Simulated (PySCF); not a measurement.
## Electron correlation in Nb⁻ (niobium, charge -1)

[Kr] 4d4 5s2, high-spin 5D determinant. Calculation: PySCF 2.14, in x2c-TZVPPall with one added diffuse shell each of s, p, d, f type (9s7p7d3f1g, 95 functions); the spin-free X2C one-electron Hamiltonian (Gaussian nucleus). Frozen: [Kr]; 6 electrons correlated.

MP2 pair energies summed by pair of shells (mhartree):

| pair | energy | share (%) |
| --- | --- | --- |
| 4d-4d | -36.24 | 49.6 |
| 4d-5s | -26.00 | 35.6 |
| 5s-5s | -10.76 | 14.7 |

Total MP2 correlation energy: -72.99 mhartree.

Same-spin part -51.25 and opposite-spin part -21.74 mhartree; SCS-MP2 scales them by 1/3 and 6/5 to -43.17 mhartree.

The Hartree-Fock reference does not bind the outermost electron (its level is positive or very diffuse), so these energies belong to a reference that the basis holds together.
